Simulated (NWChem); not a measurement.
System: SrBr2; SMILES [Br][Sr][Br]

NWChem input:

```
start job
memory heap 200 mb stack 900 mb global 1100 mb
geometry units angstroms
  Sr     0.929398     0.046897    -0.067559
  Br    -0.701753     1.756847    -1.369403
  Br    -0.317393    -1.808272     1.443485
end
basis spherical
  * library def2-svp
end
ecp
  Sr library def2-ecp
end
dft
  xc xpbe96 cpbe96
  disp vdw 4
  iterations 150
end
driver
  maxiter 120
end
task dft optimize
dft
  grid fine
  convergence energy 1d-8 density 1d-7
end
task dft freq numerical
```

Excerpt of the output:

```
             Northwest Computational Chemistry Package (NWChem) 7.3.0
             --------------------------------------------------------

 C2V symmetry detected

                             Geometry "geometry" -> ""
                             -------------------------

 Output coordinates in angstroms (scale by  1.889725989 to convert to a.u.)

  No.       Tag          Charge          X              Y              Z
 ---- ---------------- ---------- -------------- -------------- --------------
    1 Sr                  38.0000     0.00000000     0.00000000     0.93631070
    2 Br                  35.0000     2.27871373     0.00000000    -0.50828295
    3 Br                  35.0000    -2.27871373     0.00000000    -0.50828295

 Effective nuclear repulsion energy (a.u.)     663.9560936764

      Symmetry information
      --------------------

 Group name             C2v
 Group number             16
 Group order               4
 No. of unique centers     2

                                Z-matrix (autoz)
                                --------

 Units are Angstrom for bonds and degrees for angles

      Type          Name      I     J     K     L     M      Value
      ----------- --------  ----- ----- ----- ----- ----- ----------
    1 Stretch                  1     2                       2.69803
    2 Stretch                  1     3                       2.69803
    3 Bend                     2     1     3               115.25458

                           NWChem Geometry Optimization
                           ----------------------------

 maximum gradient threshold         (gmax) =   0.000450
 rms gradient threshold             (grms) =   0.000300
 maximum cartesian step threshold   (xmax) =   0.001800
 rms cartesian step threshold       (xrms) =   0.001200
 fixed trust radius                (trust) =   0.300000
 source of zmatrix                         =   autoz

          -------------------
          Energy Minimization
          -------------------

 Using diagonal initial Hessian
 Scaling for Hessian diagonals: bonds = 1.00  angles = 0.25  torsions = 0.10

          --------
          Step   0

                                 NWChem DFT Module
                                 -----------------

 Summary of "ao basis" -> "ao basis" (spherical)
 ------------------------------------------------------------------------------
       Tag                 Description            Shells   Functions and Types
 ---------------- ------------------------------  ------  ---------------------
 Sr                         def2-svp                 9       23   4s3p2d
 Br                         def2-svp                12       32   5s4p3d

      Symmetry analysis of basis
      --------------------------

        a1         33
        a2         12
        b1         27
        b2         15

            General Information
            -------------------
          SCF calculation type: DFT
          Wavefunction type:  closed shell.
          No. of atoms     :     3
          No. of electrons :    80
           Alpha electrons :    40
            Beta electrons :    40
          Charge           :     0
          Spin multiplicity:     1
          Use of symmetry is: on ; symmetry adaption is: on
          Maximum number of iterations: 150
          AO basis - number of functions:    87
                     number of shells:    33
          Convergence on energy requested:  1.00D-06
          Convergence on density requested:  1.00D-05
          Convergence on gradient requested:  5.00D-04

              XC Information
              --------------
          PerdewBurkeErnzerhof Exchange Functional  1.000
            Perdew 1991 LDA Correlation Functional  1.000 local
           PerdewBurkeErnz. Correlation Functional  1.000 non-local

             Grid Information
             ----------------
          Grid used for XC integration:  medium
          Radial quadrature: Mura-Knowles
          Angular quadrature: Lebedev.
          Tag              B.-S. Rad. Rad. Pts. Rad. Cut. Ang. Pts.
          ---              ---------- --------- --------- ---------
          Sr                  2.00      123          10.0       590
          Br                  1.15      112          11.0       590
          Grid pruning is: on
          Number of quadrature shells:   235
          Spatial weights used:  Erf1

           DFT-D3BJ Model
          s6 scale factor  :        1.000000000000
          s8 scale factor  :        0.787500000000
          a1 parameter     :        0.428900000000
          a2 parameter     :        4.440700000000
              vdW contrib  :       -0.002479882878

      Superposition of Atomic Density Guess
      -------------------------------------

 Sum of atomic energies:       -5179.05225983

      Non-variational initial energy
      ------------------------------

 Total energy =   -5174.710875
 1-e energy   =   -7770.375114
 2-e energy   =    2316.131557
 HOMO         =      -0.413700
 LUMO         =      -0.101584

      Symmetry analysis of molecular orbitals - initial
      -------------------------------------------------

  Numbering of irreducible representations:

     1 a1          2 a2          3 b1          4 b2

  Orbital symmetries:

     1 b1          2 a1          3 a1          4 b1          5 a1
     6 b1          7 a1          8 a2          9 b2         10 b1
    11 a1         12 b1         13 a1         14 b1         15 a1
    16 b2         17 a2         18 b1         19 a1         20 b1
    21 a1         22 b2         23 a2         24 b1         25 a1
    26 b2         27 a2         28 b1         29 a1         30 b1
    31 a1         32 b2         33 a1         34 b1         35 a1
    36 a1         37 b2         38 a2         39 b1         40 b1
    41 a1         42 b2         43 a1         44 b1         45 b2
    46 a1         47 a2         48 a1         49 b1         50 a1

   convergence    iter        energy       DeltaE   RMS-Dens  Diis-err
 ---------------- ----- ----------------- --------- --------- ---------
 d= 0,ls=0.0,diis     1  -5177.7169228653 -5.46D+03  2.50D-02  6.13D-01
 d= 0,ls=0.0,diis     2  -5177.5127598386  2.04D-01  1.91D-02  1.82D+00
 d= 0,ls=0.0,diis     3  -5177.7814555244 -2.69D-01  4.09D-03  4.14D-02
 d= 0,ls=0.0,diis     4  -5177.7898795223 -8.42D-03  8.11D-04  4.46D-03
 d= 0,ls=0.0,diis     5  -5177.7907149402 -8.35D-04  1.51D-04  1.86D-04
  Resetting Diis
 d= 0,ls=0.0,diis     6  -5177.7907442128 -2.93D-05  2.33D-05  1.59D-06
 d= 0,ls=0.0,diis     7  -5177.7907445761 -3.63D-07  5.25D-06  7.12D-08

         Total DFT energy =    -5177.790744576107
      One electron energy =    -7776.190955486152
           Coulomb energy =     2505.198807860322
    Exchange-Corr. energy =     -186.328799109085
 Nuclear repulsion energy =      279.532682041687

    Dispersion correction =       -0.002479882878

 Numeric. integr. density =       80.000000104696

                  Occupations of the irreducible representations
                  ----------------------------------------------

                     irrep           alpha         beta
                     --------     --------     --------
                     a1               15.0         15.0
                     a2                5.0          5.0
                     b1               14.0         14.0
                     b2                6.0          6.0

                       DFT Final Molecular Orbital Analysis
                       ------------------------------------

 Vector   38  Occ=2.000000D+00  E=-2.311701D-01  Symmetry=a2
              MO Center= -2.5D-12, -3.6D-16, -3.9D-01, r^2= 6.5D+00
   Bfn.  Coefficient  Atom+Function         Bfn.  Coefficient  Atom+Function
  ----- ------------  ---------------      ----- ------------  ---------------
    39      0.400123  2 Br py                71     -0.400123  3 Br py
    36      0.355304  2 Br py                68     -0.355304  3 Br py
    33     -0.238880  2 Br py                65      0.238880  3 Br py
    14      0.156841  1 Sr d -2              30      0.077768  2 Br py
    62     -0.077768  3 Br py                19      0.063248  1 Sr d -2

 Vector   39  Occ=2.000000D+00  E=-2.294848D-01  Symmetry=b2
              MO Center=  2.5D-12,  1.2D-15, -4.6D-01, r^2= 6.5D+00
   Bfn.  Coefficient  Atom+Function         Bfn.  Coefficient  Atom+Function
  ----- ------------  ---------------      ----- ------------  ---------------
    39      0.408302  2 Br py                71      0.408302  3 Br py
    36      0.356755  2 Br py                68      0.356755  3 Br py
    33     -0.240287  2 Br py                65     -0.240287  3 Br py
     6     -0.097791  1 Sr py                15     -0.094654  1 Sr d -1
    12      0.087877  1 Sr py                30      0.078229  2 Br py

 Vector   40  Occ=2.000000D+00  E=-2.232904D-01  Symmetry=b1
              MO Center=  4.5D-13, -5.8D-16, -4.3D-01, r^2= 6.7D+00
   Bfn.  Coefficient  Atom+Function         Bfn.  Coefficient  Atom+Function
  ----- ------------  ---------------      ----- ------------  ---------------
    40      0.393731  2 Br pz                72     -0.393731  3 Br pz
    37      0.333615  2 Br pz                69     -0.333615  3 Br pz
    34     -0.225286  2 Br pz                66      0.225286  3 Br pz
    38      0.168893  2 Br px                70      0.168893  3 Br px
    35      0.145903  2 Br px                67      0.145903  3 Br px

[...]

      ----------------------
      Optimization converged
      ----------------------

  Step       Energy      Delta E   Gmax     Grms     Xrms     Xmax
  ---- ---------------- -------- -------- -------- -------- --------
@    6   -5177.79528543 -1.7D-09  0.00000  0.00000  0.00166  0.00368
                                     ok       ok

                                Z-matrix (autoz)
                                --------

 Units are Angstrom for bonds and degrees for angles

      Type          Name      I     J     K     L     M      Value     Gradient
      ----------- --------  ----- ----- ----- ----- ----- ---------- ----------
    1 Stretch                  1     2                       2.77758   -0.00000
    2 Stretch                  1     3                       2.77758   -0.00000
    3 Bend                     2     1     3               152.43053   -0.00000

                         Geometry "geometry" -> "geometry"
                         ---------------------------------

 Output coordinates in angstroms (scale by  1.889725989 to convert to a.u.)

  No.       Tag          Charge          X              Y              Z
 ---- ---------------- ---------- -------------- -------------- --------------
    1 Sr                  38.0000     0.00000000     0.00000000     0.41446628
    2 Br                  35.0000     2.69757967     0.00000000    -0.24736074
    3 Br                  35.0000    -2.69757967     0.00000000    -0.24736074

 Effective nuclear repulsion energy (a.u.)     626.9287481638

      Symmetry information
      --------------------

 Group name             C2v
 Group number             16
 Group order               4
 No. of unique centers     2

                Final and change from initial internal coordinates
                --------------------------------------------------

                                Z-matrix (autoz)
                                --------

 Units are Angstrom for bonds and degrees for angles

      Type          Name      I     J     K     L     M      Value       Change
      ----------- --------  ----- ----- ----- ----- ----- ---------- ----------
    1 Stretch                  1     2                       2.77758    0.07955
    2 Stretch                  1     3                       2.77758    0.07955
    3 Bend                     2     1     3               152.43053   37.17595

 ==============================================================================
                                internuclear distances
 ------------------------------------------------------------------------------
       center one      |      center two      | atomic units |  angstroms
 ------------------------------------------------------------------------------
    2 Br               |   1 Sr               |     5.24887  |     2.77758
    3 Br               |   1 Sr               |     5.24887  |     2.77758
 ------------------------------------------------------------------------------
                         number of included internuclear distances:          2
 ==============================================================================

[second-derivative integrals and response iterations left out]

  Vibrational analysis via the FX method

  See chapter 2 in "Molecular Vibrations" by Wilson, Decius and Cross

  Vib: Default input used

 ---------------------------- Atom information ----------------------------
     atom    #        X              Y              Z            mass
 --------------------------------------------------------------------------
    Sr       1  0.0000000D+00  0.0000000D+00  7.8322770D-01  8.7905600D+01
    Br       2  5.0976864D+00  0.0000000D+00 -4.6744402D-01  7.9916500D+01
    Br       3 -5.0976864D+00  0.0000000D+00 -4.6744402D-01  7.9916500D+01
 --------------------------------------------------------------------------

[unprojected Hessian and modes left out]

        Vibrational analysis via the FX method
  --- with translations and rotations projected out ---
  --- via the Eckart algorithm                      ---
 Projected Nuclear Hessian trans-rot subspace norm:4.5388D-34
                         (should be close to zero!)

[projected Hessian left out]

 Rotational Constants
 --------------------
 A=   0.678612 cm-1  (  0.976350 K)
 B=   0.014494 cm-1  (  0.020853 K)
 C=   0.014191 cm-1  (  0.020417 K)

 Temperature                      =   298.15K
 frequency scaling parameter      =   1.0000

 Zero-Point correction to Energy  =    0.643 kcal/mol  (  0.001024 au)
 Thermal correction to Energy     =    3.659 kcal/mol  (  0.005832 au)
 Thermal correction to Enthalpy   =    4.252 kcal/mol  (  0.006776 au)

 Total Entropy                    =   80.180 cal/mol-K
   - Translational                =   42.403 cal/mol-K (mol. weight = 247.7386)
   - Rotational                   =   27.448 cal/mol-K (symmetry #  =        2)
   - Vibrational                  =   10.330 cal/mol-K

 Cv (constant volume heat capacity) =   11.576 cal/mol-K
   - Translational                  =    2.979 cal/mol-K
   - Rotational                     =    2.979 cal/mol-K
   - Vibrational                    =    5.617 cal/mol-K

[normal modes left out]

 ----------------------------------------------------------------------------
 Normal Eigenvalue ||           Projected Infra Red Intensities
  Mode   [cm**-1]  || [atomic units] [(debye/angs)**2] [(KM/mol)] [arbitrary]
 ------ ---------- || -------------- ----------------- ---------- -----------
    1       -0.000 ||    0.000006           0.000         0.005       0.004
    2       -0.000 ||    0.000299           0.007         0.291       0.205
    3        0.000 ||    0.015516           0.358        15.126      10.638
    4        0.000 ||    0.004269           0.098         4.161       2.927
    5        0.000 ||    0.004269           0.098         4.161       2.927
    6        0.000 ||    0.000200           0.005         0.195       0.137
    7       24.733 ||    0.018391           0.424        17.928      12.609
    8      172.103 ||    0.004364           0.101         4.254       2.992
    9      253.059 ||    0.083961           1.937        81.849      57.563
 ----------------------------------------------------------------------------
```

Level: PBE-D3(BJ)/def2-SVP with def2 effective core potentials on Sr. This build's default masses of Se (78.918 u) and Br (79.917 u) are each other's, which moves their modes by up to 0.6 %. def2 effective core potentials on Sr; no spin-orbit coupling.
